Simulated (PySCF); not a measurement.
## Computed vibrations of [Er(SH)2]+

[Er(SH)2]+ (singlet in the valence; each metal's 4f electrons, 11 of them, lie in its core potential, out of spins and levels). PySCF 2.14.0, RKS PBE0, Er lcecp-1-SVP with ECP57, S def2-SVP, H def2-SVP; non-relativistic Hamiltonian with scalar-relativistic core potentials where named; density fitting; no spin-orbit coupling. Central differences of gradients.

```xyz
5

Er    0.0000    0.0000    0.0000
S     0.0000    0.0110    2.5141
H     0.0000    1.2794    2.9834
S     0.0000   -0.0110   -2.5141
H     0.0000   -1.2794   -2.9834
```

Run from Python with OMP_NUM_THREADS=2. Where DIIS fails, smearing, a level shift and second-order steps follow.
It took 24 s on 2 threads of Arm Neoverse V1, on a shared host.

Problem. What are the harmonic wavenumbers and infrared intensities?

Solution. Modes are labelled in C2h; negative numbers are unstable modes, those under 60 cm⁻¹ near the noise; a finer grid moves soft modes by up to 10 cm⁻¹.
| cm⁻¹ | km/mol | symmetry |
| --- | --- | --- |
| -268 | – | au |
| -248 | – | bu |
| -80 | – | au |
| 14 | 47.4 | bu |
| 174 | 0.0 | ag |
| 352 | 0.0 | ag |
| 360 | 102.0 | bu |
| 2710 | 110.2 | bu |
| 2711 | 0.0 | ag |

Problem. Is this a minimum?

Solution. No: 3 unstable; the lowest moves the atoms so:
```
Er   0.00  0.00  0.00
S   -0.02  0.00  0.00
H    0.71  0.00  0.00
S   -0.02  0.00  0.00
H    0.71  0.00  0.00
```

An lcecp potential fixes the number of 4f electrons, so in runs with it no electron can move into or out of that shell.
